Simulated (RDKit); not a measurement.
RDKit input (MMFF94):

```python
from rdkit import Chem
from rdkit.Chem import AllChem, rdDetermineBonds

mol = Chem.MolFromXYZFile('mol.xyz')
rdDetermineBonds.DetermineBonds(mol, charge=-1)
print('SMILES', Chem.MolToSmiles(Chem.RemoveHs(mol)))
ff = AllChem.MMFFGetMoleculeForceField(mol, AllChem.MMFFGetMoleculeProperties(mol))
e0 = ff.CalcEnergy()
flag = ff.Minimize(maxIts=5000, forceTol=1e-5)
print(f'energy {e0:.4f} -> {ff.CalcEnergy():.4f} kcal/mol, converged: {flag == 0}')
print(Chem.MolToXYZBlock(mol))
```
mol.xyz:
```
8

C     -2.26163600     0.00599600    -0.66659800
C     -1.17511500    -0.64352900    -0.18132500
C      0.15782200    -0.30518500    -0.68231800
Cl     1.36016900     0.48665600     0.66472700
H     -3.17727400    -0.46858700    -0.24822700
H     -1.17630900    -1.47493600     0.54328700
H      0.11424500     0.46980100    -1.44108600
H      0.79003300    -1.14312100    -0.97288700
```

Output:

```
SMILES [H]/[C-]=C/CCl
energy 44.1859 -> 5.7697 kcal/mol, converged: True
8

C     -2.242149   -0.631345   -0.236888
C     -0.971842   -0.807362   -0.009337
C      0.135607   -0.126629   -0.744430
Cl     1.142364    0.787064    0.398530
H     -3.283362   -0.484151   -0.415796
H     -0.681990   -1.518087    0.760043
H     -0.239233    0.573110   -1.497529
H      0.772542   -0.865505   -1.239019
```

The dipole moment of an ion depends on the origin.

The geometry given is a B3LYP-D3(BJ)/def2-TZVP minimum.
